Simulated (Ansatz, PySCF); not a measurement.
Caution: the highest occupied level lies above zero, so the state may not be bound. This triplet is an excited state, 0.61 eV above the relaxed singlet at the level frozen-core CCSD(T)/aug-cc-pVTZ // B3LYP-D3(BJ)/def2-TZVPD (Ansatz, an electronic-structure program).

B3LYP has the VWN-RPA correlation part, as in Gaussian. 

Cartesian coordinates (Å):
```xyz
6

Al     1.7277    -0.3984    -0.5279
Si    -0.6511    -0.0239    -0.0460
H      2.8581     0.2674     0.4290
H     -1.5273    -0.7204    -1.0503
H     -1.1900     1.3895    -0.0735
H     -1.2173    -0.5141     1.2687
```
Charge -1, spin multiplicity 3.

Q: Give the total energy and highest occupied spin orbital at the level PySCF 2.14.0 with B3LYP-D3(BJ)/def2-TZVPD.

A: 
```yaml
total_energy: -534.3587 Ha
highest_occupied_spin_orbital: 1.03 eV
```
